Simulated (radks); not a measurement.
Results of a calculation; reference values are marked as such.
Q: The bromine ion Br7+, 28 electrons, occupied as [Ar] 3d10 (the NIST ground configuration). Level of theory: scalar-relativistic Kohn-Sham, r2SCAN, spin-polarised, spherical densities, finite nucleus; meta-GGA in the generalised Kohn-Sham scheme; Fermi nuclear charge, rms radius 4.1629 fm (a radial shooting solver on a logarithmic mesh with Libxc functionals). Some entries of the table are withheld. Estimate them.

orbital  occ.  eigenvalue (hartree)  <1/r> (bohr^-1)
1s          2             -494.9080              (1)
2s          2             -68.31089              (2)
2p          6             -60.66353            7.732
3s          2             -13.00952            2.606
3p          6                   (3)            2.454
3d         10                   (4)              (5)
4s          0              -4.01111           0.9779
4p          0              -3.36563           0.8845

A: 
(1) 1s <1/r> (bohr^-1): 35.66
(2) 2s <1/r> (bohr^-1): 7.916
(3) 3p eigenvalue (hartree): -10.55705
(4) 3d eigenvalue (hartree): -6.50578
(5) 3d <1/r> (bohr^-1): 2.187
